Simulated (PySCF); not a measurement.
SnHI, SMILES [SnH][I] (connectivity only; charge and spin as stated), neutral, multiplicity 1.

The structure is a stationary point at B3LYP-D3(BJ)/def2-TZVP. The def2 effective core potentials stand for the cores of I, Sn; spin–orbit coupling is left out.

Vertical ionisation energy (IE) and electron affinity (EA) in eV. Rows of orbital energies are one-electron estimates. Where ΔSCF, EOM or ADC give a negative EA the extra electron is unbound and the value depends on the basis.

```
level                                           IE    EA
--------------------------------------------  ----  ----
−ε(HOMO), −ε(LUMO), ωB97X/def2-TZVPD (PySCF)  8.88  1.42
−ε(HOMO), −ε(LUMO), PBE0/def2-TZVPD (PySCF)   6.80  3.21
```
